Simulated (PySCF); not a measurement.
A GIAO shielding run with PySCF (density fitting, non-relativistic, gas phase) on `InChI=1S/C5H12O2Si/c1-6-4-8-3-2-7-5-8/h8H,2-5H2,1H3/t8-/m1/s1`:

```
$ OMP_NUM_THREADS=1 python probes_run.py task.json out

{"job": {"kind": "nmr", "xc": "PBE0", "basis": "pcSseg-1"}, "charge": 0, "multiplicity": 1}
C      3.522909     0.112430    -0.041185
O      2.195356     0.355184    -0.428679
C      1.323186    -0.718192    -0.134854
Si    -0.400119    -0.104607    -0.666764
C     -1.820913    -1.341033    -0.346959
C     -2.840766    -0.463303     0.389315
O     -2.183471     0.431162     1.251838
C     -1.183497     1.158998     0.549960
H      4.100439     0.987560    -0.332015
H      3.600424    -0.032374     1.044171
H      3.926364    -0.776536    -0.542733
H      1.633522    -1.615619    -0.687763
H      1.373370    -0.964467     0.935011
H     -0.355342     0.405754    -2.041233
H     -2.268335    -1.770153    -1.238948
H     -1.514447    -2.164085     0.298658
H     -3.520813    -1.043777     1.015690
H     -3.433082     0.100137    -0.348538
H     -1.647226     2.001110     0.018213
H     -0.512709     1.568466     1.303779
```

Hardware: 1 thread of an Arm Neoverse N1, shared host. The job also computes population analyses, field gradients, ring-centre shieldings.

Problem. How large is the calculation?

Solution. 72 electrons, 203 basis functions and 1074 auxiliary functions.

Problem. How long does it take, and how much memory does it need?

Solution. 63 s of wall time, with 13 SCF cycles and 4 response iterations; peak memory 0.93 GiB. Times on a shared host scatter by some tens of per cent.
